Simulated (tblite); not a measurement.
Run record: tight-binding relaxation, `C=C[C@@H](CC)[C@@H](C)NC`.

Computed with GFN2-xTB geometry optimisation, gas phase (tblite 0.8.0). Start geometry: from a force field or distance geometry. The input is one job of a driver script: a line of settings, then coordinates in Å.

Command:
```bash
OMP_NUM_THREADS=1 python probes_run.py task.json out
```

Input:
```
{"job": {"kind": "relax", "xc": "GFN2-xTB", "basis": "xTB"}, "charge": 0, "multiplicity": 1}
C     -0.244000     2.436700    -1.675400
C     -0.052900     1.829300    -0.511700
C      0.321700     0.353100    -0.355300
C      1.706800     0.232900     0.294000
C      2.829400     0.863300    -0.500100
C     -0.786300    -0.418600     0.453300
C     -2.165500    -0.286000    -0.203200
N     -0.399000    -1.835900     0.567300
C     -1.069600    -2.536500     1.654900
H     -0.174300     1.908900    -2.614200
H     -0.507500     3.493200    -1.713400
H     -0.141400     2.397800     0.419200
H      0.367800    -0.094900    -1.348900
H      1.697200     0.668000     1.303700
H      1.959000    -0.824200     0.433000
H      3.793800     0.659400    -0.023000
H      2.859800     0.464900    -1.521400
H      2.718100     1.946200    -0.567000
H     -0.826200     0.026100     1.467100
H     -2.926100    -0.836200     0.364900
H     -2.500700     0.760200    -0.226400
H     -2.158800    -0.669700    -1.224700
H     -0.588100    -2.309000    -0.305700
H     -2.162100    -2.605900     1.502400
H     -0.873200    -2.043700     2.617900
H     -0.698900    -3.557000     1.726000
```

Output:
```
step      E/eV     max force
  0    -780.53982    0.944
  1    -780.58130    0.414
  2    -780.59703    0.311
  3    -780.61286    0.304
  4    -780.62000    0.208
  5    -780.62750    0.221
  6    -780.63402    0.224
  7    -780.63977    0.249
  8    -780.64332    0.173
  9    -780.64581    0.102
... (60 lines left out)
 70    -780.66334    0.016
 71    -780.66338    0.013
 72    -780.66341    0.012
 73    -780.66345    0.011
 74    -780.66348    0.014
 75    -780.66352    0.013
 76    -780.66355    0.014
 77    -780.66359    0.011
 78    -780.66362    0.011
 79    -780.66365    0.010
```

«max force» is the largest atomic force in eV/Å.

Question: From which step on does the largest force stay under 0.1 eV/Å, and how much energy is left to gain from there?

Answer: From step 13 (0.089 eV/Å), 9.8 meV above the end.

Summary of the converged run: energy lowered by 2.9 kcal/mol over 79 steps; largest atomic force 0.010 eV/Å at the end.

Hardware: an Arm Neoverse N1 with one thread, shared host with 64 logical CPUs at a one-minute load of 58. Cost: 1.1 s of wall time.
Labels such as C1 count atoms from 1, the log's own numbers from 0.
